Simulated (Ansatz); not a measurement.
Basis sets compared for Al5Ga. Charge 0, multiplicity 1. Geometry PBE-D4/def2-SVP. Ansatz on 4 threads of Arm Neoverse V2 on a shared host; times are rough, and most runs start from earlier orbitals.

```xyz
6

Al   -0.587    0.664    1.927
Al   -2.019   -0.099   -0.143
Al   -0.149    1.523   -0.618
Al   -0.424   -2.092   -0.716
Al    1.870    0.336    0.992
Ga    1.309   -0.333   -1.442
```

The restricted singlet is unstable towards broken spin symmetry in Hartree–Fock (as tested in another run); at PBE-D4/def2-SVP, PBE-D4/def2-TZVP, PBE-D4/def2-TZVPD, PBE0-D4/def2-SVP and others this wasn't settled. The structure comes from a short search, and lower isomers may exist.

Binding counts from free atoms (Al doublet, Ga doublet) in the same basis, without a counterpoise term.

```csv
level,functions,energy (Eh),HOMO (eV),LUMO (eV),binding per atom (eV),wall time
PBE-D4/def2-SVP,122,-3135.4254,-4.74,-4.03,2.04,1.6 s
PBE-D4/def2-TZVP,233,-3136.1046,-4.61,-3.91,2.05,3.3 s
PBE0-D4/def2-SVP,122,-3135.5497,-5.38,-3.49,1.91,2.5 s
PBE0-D4/def2-TZVP (with forces),233,-3136.2231,-5.23,-3.35,1.93,12 s
ωB97X-V/def2-TZVP,233,-3136.5776,-6.80,-1.66,1.68,17 s
```

Problem. Estimate the rows for PBE-D4/def2-TZVPD, PBE0-D4/def2-TZVPD, ωB97X-V/def2-TZVPD.

Solution. 
```tsv
level	functions	energy (Eh)	HOMO (eV)	LUMO (eV)	binding per atom (eV)	wall time
PBE-D4/def2-TZVPD	269	-3136.1054	-4.59	-3.90	2.05	5.5 s
PBE0-D4/def2-TZVPD	269	-3136.2241	-5.21	-3.33	1.94	9.5 s
ωB97X-V/def2-TZVPD	269	-3136.5785	-6.78	-1.65	1.68	24 s
```
